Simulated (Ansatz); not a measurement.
CH₂OSSe, SMILES `O=C(S)[SeH]`. Charge 0, multiplicity 1. All single points use the PBE0-D4/def2-TZVP geometry. It is one conformer, not always the lowest.

```xyz
6

O    -1.125    0.593    1.592
C    -0.492    0.249    0.645
S    -1.260    0.132   -0.951
Se    1.386   -0.180    0.876
H    -0.187   -0.278   -1.640
H     1.677   -0.517   -0.522
```

**Question.** What is the dipole moment at ωB97M-V/def2-TZVPP? (An estimate is asked.)

**Answer.** Computed: 3.19 D, with components (1.72, -0.92, -2.52) D in this frame, pointing from negative to positive charge.

**Question.** And with PBE, r2SCAN, B3LYP? (An estimate is asked.)

**Answer.** Computed: PBE 3.01 D, r2SCAN 3.16 D, B3LYP 3.18 D.

**Question.** Give the Mulliken charges with ωB97M-V, B3LYP, r2SCAN in def2-TZVPP. (An estimate is asked.)

**Answer.** The calculation gave: 
| atom | ωB97M-V | B3LYP | r2SCAN |
| --- | --- | --- | --- |
| O1 | -0.25 | -0.24 | -0.27 |
| C2 | 0.12 | 0.13 | 0.17 |
| S3 | -0.03 | -0.04 | -0.04 |
| Se4 | 0.00 | 0.02 | 0.00 |
| H5 | 0.10 | 0.10 | 0.09 |
| H6 | 0.06 | 0.03 | 0.04 |

B3LYP here is the variant with VWN-RPA as its local correlation; programs differ in this.
